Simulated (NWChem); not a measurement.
The numbers come from NWChem runs, not from measurements. System: CH8AlN, charge 0, spin multiplicity 1, at a geometry optimised with B3LYP/def2-SVP. The structure started from a generated list of species. Level: LDA (SVWN5)/def2-TZVP.

Job file:

```
start mol
memory heap 200 mb stack 800 mb global 1000 mb
geometry units angstroms nocenter noautoz noautosym
  Al    -0.435628    -0.331052     0.469193
  H      0.221973    -1.456500     1.407554
  H     -1.953966    -0.576081     0.006254
  C      0.159347     1.546032     0.723974
  H     -0.278341     1.965139     1.648369
  H     -0.155791     2.218382    -0.095065
  H      1.254978     1.645996     0.831629
  N      0.511625    -0.847125    -1.327303
  H      0.230984    -0.237263    -2.099668
  H      0.274775    -1.805274    -1.597392
  H      1.531093    -0.797042    -1.253919
end
basis spherical
  * library def2-tzvp
end
dft
  xc slater vwn_5
  semidirect memsize 60000000 filesize 0
  iterations 100
end
task dft energy
```

NWChem printed:

```
             Northwest Computational Chemistry Package (NWChem) 7.3.0
             --------------------------------------------------------

                                NWChem Input Module
                                -------------------

 Scaling coordinates for geometry "geometry" by  1.889725989
 (inverse scale =  0.529177249)

                             Geometry "geometry" -> ""
                             -------------------------

 Output coordinates in angstroms (scale by  1.889725989 to convert to a.u.)

  No.       Tag          Charge          X              Y              Z
 ---- ---------------- ---------- -------------- -------------- --------------
    1 Al                  13.0000    -0.43562800    -0.33105200     0.46919300
    2 H                    1.0000     0.22197300    -1.45650000     1.40755400
    3 H                    1.0000    -1.95396600    -0.57608100     0.00625400
    4 C                    6.0000     0.15934700     1.54603200     0.72397400
    5 H                    1.0000    -0.27834100     1.96513900     1.64836900
    6 H                    1.0000    -0.15579100     2.21838200    -0.09506500
    7 H                    1.0000     1.25497800     1.64599600     0.83162900
    8 N                    7.0000     0.51162500    -0.84712500    -1.32730300
    9 H                    1.0000     0.23098400    -0.23726300    -2.09966800
   10 H                    1.0000     0.27477500    -1.80527400    -1.59739200
   11 H                    1.0000     1.53109300    -0.79704200    -1.25391900

 Effective nuclear repulsion energy (a.u.)     110.0962717065

            Nuclear Dipole moment (a.u.)
            ----------------------------
        X                 Y               Z
 ---------------- ---------------- ----------------
    -0.0000037795    -0.0000037795    -0.0000113384


 Summary of "ao basis" -> "" (spherical)
 ------------------------------------------------------------------------------
       Tag                 Description            Shells   Functions and Types
 ---------------- ------------------------------  ------  ---------------------
 *                         def2-tzvp                  on all atoms

                                 NWChem DFT Module
                                 -----------------

 Summary of "ao basis" -> "ao basis" (spherical)
 ------------------------------------------------------------------------------
       Tag                 Description            Shells   Functions and Types
 ---------------- ------------------------------  ------  ---------------------
 Al                        def2-tzvp                13       37   5s5p2d1f
 H                         def2-tzvp                 4        6   3s1p
 C                         def2-tzvp                11       31   5s3p2d1f
 N                         def2-tzvp                11       31   5s3p2d1f

 Summary of "ao basis" -> "ao basis" (spherical)
 ------------------------------------------------------------------------------
       Tag                 Description            Shells   Functions and Types
 ---------------- ------------------------------  ------  ---------------------
 Al                        def2-tzvp                13       37   5s5p2d1f
 H                         def2-tzvp                 4        6   3s1p
 C                         def2-tzvp                11       31   5s3p2d1f
 N                         def2-tzvp                11       31   5s3p2d1f

            General Information
            -------------------
[...]
 ---------------- ----- ----------------- --------- --------- ---------  ------
 d= 0,ls=0.0,diis     1   -336.6168023361 -4.47D+02  3.67D+00  3.51D+00     9.6
 d= 0,ls=0.0,diis     2   -337.4674337806 -8.51D-01  9.29D-03  5.46D+00    10.9
 d= 0,ls=0.0,diis     3   -338.2123189508 -7.45D-01  2.86D-03  1.53D-01    12.7
 d= 0,ls=0.0,diis     4   -338.2281832379 -1.59D-02  1.07D-03  2.81D-02    14.0
 d= 0,ls=0.0,diis     5   -338.2306704796 -2.49D-03  3.14D-04  1.22D-02    15.4
  Resetting Diis
 d= 0,ls=0.0,diis     6   -338.2318649596 -1.19D-03  9.63D-05  4.04D-04    16.7
 d= 0,ls=0.0,diis     7   -338.2319125711 -4.76D-05  3.21D-05  1.58D-05    17.9
 d= 0,ls=0.0,diis     8   -338.2319111877  1.38D-06  2.00D-05  2.55D-05    19.3
 d= 0,ls=0.0,diis     9   -338.2319140389 -2.85D-06  3.85D-06  1.19D-06    20.7
 d= 0,ls=0.0,diis    10   -338.2319141822 -1.43D-07  8.05D-07  1.25D-08    22.0

         Total DFT energy =     -338.231914182248
      One electron energy =     -686.625219146483
           Coulomb energy =      270.223212296048
    Exchange-Corr. energy =      -31.926179038338
 Nuclear repulsion energy =      110.096271706525

 Numeric. integr. density =       34.000008253871

     Total iterative time =     20.8s

                       DFT Final Molecular Orbital Analysis
                       ------------------------------------

 Vector   15  Occ=2.000000D+00  E=-2.852236D-01
              MO Center= -3.1D-01, -2.8D-01,  3.0D-01, r^2= 3.7D+00
   Bfn.  Coefficient  Atom+Function         Bfn.  Coefficient  Atom+Function
  ----- ------------  ---------------      ----- ------------  ---------------
     4      0.367543   1 Al s                 3     -0.197907   1 Al s
   106     -0.189025   8 N  pz              109     -0.154872   8 N  pz
   112     -0.141526   8 N  pz               56     -0.133049   4 C  py
     5      0.130711   1 Al s               102     -0.123059   8 N  s
    39      0.116935   2 H  s                45      0.116861   3 H  s

 Vector   16  Occ=2.000000D+00  E=-2.191027D-01
              MO Center= -7.3D-01, -8.2D-01,  6.3D-01, r^2= 2.9D+00
   Bfn.  Coefficient  Atom+Function         Bfn.  Coefficient  Atom+Function
  ----- ------------  ---------------      ----- ------------  ---------------
    39      0.219894   2 H  s                45     -0.219761   3 H  s
    15      0.216965   1 Al px               40      0.190844   2 H  s
    46     -0.190916   3 H  s                17      0.139800   1 Al pz
    38      0.134342   2 H  s                44     -0.134211   3 H  s
    18      0.126399   1 Al px               16     -0.088177   1 Al py

 Vector   17  Occ=2.000000D+00  E=-2.185026D-01
              MO Center= -2.0D-01,  5.3D-01,  6.4D-01, r^2= 3.1D+00
   Bfn.  Coefficient  Atom+Function         Bfn.  Coefficient  Atom+Function
  ----- ------------  ---------------      ----- ------------  ---------------
    56      0.286279   4 C  py               16     -0.250926   1 Al py
    59      0.217688   4 C  py               62      0.187436   4 C  py
    54     -0.126898   4 C  s                39      0.119263   2 H  s
    45      0.119579   3 H  s                19     -0.115610   1 Al py
    40      0.106688   2 H  s                46      0.106769   3 H  s

 Vector   18  Occ=0.000000D+00  E=-4.265543D-02
              MO Center=  5.6D-01, -8.3D-01, -1.4D+00, r^2= 5.3D+00
   Bfn.  Coefficient  Atom+Function         Bfn.  Coefficient  Atom+Function
  ----- ------------  ---------------      ----- ------------  ---------------
   103      1.615165   8 N  s               132     -0.692230   9 H  s
   144     -0.692021  11 H  s               138     -0.649036  10 H  s
    54      0.427823   4 C  s                20      0.343958   1 Al pz
   101      0.238754   8 N  s                83     -0.216209   5 H  s
    18     -0.185093   1 Al px               89     -0.169812   6 H  s

 Vector   19  Occ=0.000000D+00  E= 8.710925D-03
              MO Center= -2.3D-01,  1.9D-01,  4.5D-01, r^2= 8.1D+00
   Bfn.  Coefficient  Atom+Function         Bfn.  Coefficient  Atom+Function
  ----- ------------  ---------------      ----- ------------  ---------------
    54      2.679639   4 C  s                19     -1.233572   1 Al py
     5     -1.014033   1 Al s                89     -0.656326   6 H  s
    95     -0.647507   7 H  s                20     -0.475546   1 Al pz
    83     -0.464262   5 H  s               132     -0.409900   9 H  s
   144     -0.400646  11 H  s               138      0.295555  10 H  s

 Vector   20  Occ=0.000000D+00  E= 2.892632D-02
              MO Center= -5.1D-01, -1.1D+00,  1.7D-01, r^2= 7.0D+00
   Bfn.  Coefficient  Atom+Function         Bfn.  Coefficient  Atom+Function
  ----- ------------  ---------------      ----- ------------  ---------------
   138      1.357588  10 H  s                20      0.875301   1 Al pz
    18     -0.824361   1 Al px              111      0.595172   8 N  py
    19     -0.492329   1 Al py               83      0.489214   5 H  s
   103     -0.436160   8 N  s                46     -0.427611   3 H  s
    63     -0.404504   4 C  pz               40     -0.381114   2 H  s

 center of mass
 --------------
 x =  -0.04776121 y =  -0.03954246 z =   0.04951793

 moments of inertia (a.u.)
 ------------------
         394.944599439283          -3.399341590456          55.559995024914
          -3.399341590456         242.936222188265        -113.546880380963
          55.559995024914        -113.546880380963         274.362219628783

     Multipole analysis of the density
     ---------------------------------

     L   x y z        total         alpha         beta         nuclear
     -   - - -        -----         -----         ----         -------
     0   0 0 0     -0.000000    -17.000000    -17.000000     34.000000

     1   1 0 0      1.002469      0.501236      0.501236     -0.000004
     1   0 1 0     -0.346014     -0.173005     -0.173005     -0.000004
     1   0 0 1     -1.774878     -0.887433     -0.887433     -0.000011

     2   2 0 0    -23.251888    -33.889339    -33.889339     44.526789
     2   1 1 0     -1.776232     -1.822511     -1.822511      1.868789
     2   1 0 1     -2.430984     14.251486     14.251486    -30.933956
     2   0 2 0    -22.910879    -80.529669    -80.529669    138.148458
     2   0 1 1      3.507818    -32.692710    -32.692710     68.893239
     2   0 0 2    -18.119844    -66.679762    -66.679762    115.239679

 Task  times  cpu:       22.0s     wall:       22.0s

 Total times  cpu:       22.0s     wall:       22.0s
```
